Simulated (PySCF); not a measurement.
C2H8AsB.
Bonds: C1–C2, C2–B3, B3–As4. Hydrogens: H5, H6, H7 on C1; H8, H9 on C2; H10 on B3; H11, H12 on As4.

A calculation gives these core lines: B 1s: 195.63 eV; C 1s: 290.27 (area 1), 290.60 (area 1) eV.

Method used: delta-SCF UKS SCAN, pcX-2 on the ionised atom, pcseg-1 elsewhere, spin-free X2C (PySCF). Isolated species at its PBE0-D3(BJ)/def2-SVP geometry (one conformer only).

Q: Which carbon gives which C 1s line?

A: 290.27 eV: C2 (sp3 carbon bound to boron); 290.60 eV: C1 (methyl carbon). Lowest listed C 1s: C2, bonded to C, 2 H and B. Highest, 0.33 eV above it: C1, bonded to C and 3 H. Summing the Pauling electronegativity differences to the bonded atoms, each weighted by its formal bond order, gives -1.21 for the lowest site and -1.05 for the highest.

Bonded neighbours of each site: C1: C and 3 H; C2: C, 2 H and B; B3: C, H and As.

Q: What is the longest wavelength that can ionise B 1s of B3 vertically?

A: λ = hc/E = 12398.42 eV Å / 195.63 eV = 63.377 Å.

The unrestricted hole states depart most from a pure doublet (⟨S²⟩ = 0.75; over 0.85 named) for B 1s of B3 (0.94), which makes this value less certain. No level of arsenic is listed.

Shape of the structure used: `[CH3:1][CH2:2][BH:3][AsH2:4]`: C1–C2–B3–As4 147°, H–As4–B3–C2 38°, H–As4–B3–C2 135°.
